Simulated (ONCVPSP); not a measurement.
## Pseudopotential generation for selenium: ONCV, PBE, scalar-relativistic.

```json
{
 "Element": "selenium",
 "Generator": "ONCVPSP 4.0.1",
 "Type": "optimised norm-conserving Vanderbilt (ONCV)",
 "Functional": "PBE",
 "Relativity": "scalar-relativistic",
 "Frozen core": "[Ar] 3d10",
 "Valence charge": "6",
 "Reference configuration": "4s2 4p2 (charge +2)",
 "Partial waves": "4s: rc 1.40 bohr, ncon 5, nbas 9, qcut 4.8 1/bohr, 2 projectors, debl 0.7 Ha; 4p: rc 1.55 bohr, ncon 5, nbas 9, qcut 5.3 1/bohr, 2 projectors, debl 1 Ha",
 "Local potential": "polynomial inside 0.95 bohr (lpopt 5, dvloc0 0 Ha)",
 "Core correction": "Teter function, fcfact 3, rcfact 1.1"
}
```

In the s channel the program set the typed energies aside and used -1.383, 0.250 Ha.

Poles of the logarithmic derivatives, all-electron (AE) and pseudo (PS). s: poles at 3.1 (AE) and 3.1 (PS) Ha. p: poles at 2.6 (AE) and 2.3, 4.1 (PS) Ha. Test radii: s 1.42, p 1.57 bohr.

- Cutoffs needed: 15 Ha and 102 Ha (the cutoffs (Ha) at which the residual kinetic energy of the hardest occupied pseudo-wave falls to 1 and 0.1 mHa per electron)
- Ghost test: ghosts flagged at negative energy: s at -128.1 eV; GHOST(+) flagged for p at 81.8 eV; a true bound ghost makes a file unfit for plane-wave use
- Largest excitation error: -8.1 meV (all-electron minus pseudo) for 4s2 4p1, out of 4 test configurations
- rms error of d²Exc/dni dnj: 6.30 mHa without and 3.90 mHa with the model core
